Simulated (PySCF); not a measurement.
What an electron can do to GeO

r²SCAN in PySCF with def2-TZVPPD on every atom, for the lowest determinant that a PBE0 search found; no spin–orbit coupling.

```tsv
species	state (unpaired electrons)	Re (Å)	ωe (cm⁻¹)	energy of the minimum from the neutral (eV)	De (eV)	dissociates to
GeO	singlet (closed shell)	1.629	1005	0.00	6.92	Ge + O
GeO⁺	doublet (π ↑)	1.776	741	10.94	4.05	Ge⁺ + O
```

Problem. Work out the lowest energy to break GeO into atoms, from its vibrational ground state.

Solution. D0 = De − ωe/2 = 6.92 − 0.06 = 6.86 eV (r²SCAN/def2-TZVPPD).

Problem. Work out the ionisation energy of the Ge atom at this level and the threshold of dissociative ionisation.

Solution. IE(Ge) = 10.94 + 4.05 − 6.92 = 8.07 eV, so Ge⁺ + O + e⁻ appears at D0 + IE(Ge) = 14.93 eV (r²SCAN/def2-TZVPPD). The measured IE(Ge) is 7.899 eV (NIST ASD).

These are thermodynamic thresholds; the onsets seen under electron impact lie higher where the geometry changes, and cross-sections peak well above them.

For an ion De counts to the pair picked by the measured ionisation energies or electron affinities, which need not be the lowest pair at this level. States were picked by a PBE0 search and need not be the measured ground states.
